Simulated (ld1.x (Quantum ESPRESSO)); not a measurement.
**An all-electron radial function and its pseudo partner (Si (Z = 14))**

Columns: radius, all-electron u(r) and pseudo u(r) of the 3s shell (level -10.81 eV) of silicon in the configuration [Ne] 3s2 3p2; PBE, scalar-relativistic, TM scheme, ld1.x (Quantum ESPRESSO) 7.5.

```csv
r (bohr),all-electron,pseudo
0.093,0.1368,0.0239
0.185,-0.0944,0.0484
0.278,-0.2746,0.0748
0.370,-0.3378,0.1034
0.463,-0.3078,0.1357
0.555,-0.2197,0.1719
0.648,-0.1000,0.2136
0.740,0.0291,0.2603
0.833,0.1577,0.3131
0.925,0.2757,0.3703
1.018,0.3816,0.4316
1.110,0.4715,0.4932
1.203,0.5472,0.5535
1.295,0.6080,0.6079
1.388,0.6562,0.6546
1.480,0.6918,0.6906
1.573,0.7167,0.7162
1.665,0.7316,0.7315
1.758,0.7379,0.7378
1.850,0.7368,0.7368
1.943,0.7295,0.7295
2.035,0.7171,0.7171
2.128,0.7004,0.7004
2.220,0.6806,0.6806
2.313,0.6580,0.6580
2.405,0.6338,0.6338
```

Question: How many radial nodes do the two functions have?

Answer: The all-electron 3s function has n − l − 1 = 2; the pseudo-wave has 0, since the states of the same l below it are removed with the core.

Question: At about which radius was the pseudo-wave matched?

Answer: 1.85 bohr. The columns agree to 0.0005 from 1.67 bohr on; several derivatives are matched, so the curves merge somewhat inside the radius.

Question: Is the pseudo-wave norm-conserving?

Answer: Yes: the TM scheme keeps the norm inside the radius equal to the all-electron one, which fixes the energy derivative of the logarithmic derivative at the level.
